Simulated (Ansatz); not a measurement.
`[O]=[Mo]([OH])([F])([F])[Cl]`, 7 atoms. Charge 0, multiplicity 1. Correlated methods include outer-core shells of Mo, which these sets cover unevenly. Mo takes the def2 core potential. All runs use 4 threads of an Arm Neoverse V2 on a shared host. Correlated methods freeze the cores.

**Question.** Give the basis size and wall time and peak host memory of each of these runs in Ansatz. RKS revPBE-D4/def2-TZVPP energy; RKS ωB97M-V/def2-SVP energy; RKS ωB97M-V/def2-QZVPP energy; RHF-CCSD(T)/def2-TZVPP energy; RKS PBE0-D4/def2-TZVP relaxation (8 steps); RHF-CCSD(T)/def2-SVP energy; RKS PBE0-D4/def2-TZVPP energy; RKS PBE0-D4/def2-QZVPP energy; RHF-MP2/def2-QZVPP energy; RKS ωB97M-V/def2-TZVPP energy and forces; RKS PBE0-D4/def2-TZVP frequencies; direct RPA on PBE orbitals/def2-TZVPP energy. (Best estimate.)

**Answer.** Computed: Other jobs shared the machine, so times are rough.

```tsv
level	job	functions	wall time	peak host memory (GiB)
RKS revPBE-D4/def2-TZVPP	energy	236	2.3 s	0.31
RKS PBE0-D4/def2-TZVPP	energy	236	3.2 s	0.63
direct RPA on PBE orbitals/def2-TZVPP	energy	236	6 s	0.62
RKS ωB97M-V/def2-SVP	energy	110	6.5 s	0.43
RKS PBE0-D4/def2-QZVPP	energy	409	7 s	1.5
RKS ωB97M-V/def2-TZVPP	energy and forces	236	12 s	0.88
RHF-CCSD(T)/def2-SVP	energy	110	15 s	0.66
RHF-MP2/def2-QZVPP	energy	409	17 s	2
RKS ωB97M-V/def2-QZVPP	energy	409	17 s	1.8
RKS PBE0-D4/def2-TZVP	relaxation (8 steps)	207	34 s	0.58
RKS PBE0-D4/def2-TZVP	frequencies	207	110 s	0.59
RHF-CCSD(T)/def2-TZVPP	energy	236	5.9 min	5.5
```
